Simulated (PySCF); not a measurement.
HP, SMILES [PH], multiplicity 3. Atoms are numbered in the order given.

```xyz
2

P      0.0000     0.0000    -0.0892
H      0.0000     0.0000     1.3386
```
Charge 0, spin multiplicity 3.

Geometry optimised at PBE0-D3(BJ)/def2-TZVPD.

Calculation: PBE/def2-TZVPD (PySCF).

Mulliken values depend strongly on the basis, most of all with diffuse functions as here. ESP charges are fitted to the potential on shells at 1.4 to 2.0 van der Waals radii. Atomic charges (e):

| atom | meta-Löwdin | ESP fit | Mulliken | Mulliken spin |
|---|---|---|---|---|
| P1 | -0.03 | -0.06 | -0.12 | 2.07 |
| H2 | 0.03 | 0.06 | 0.12 | -0.07 |
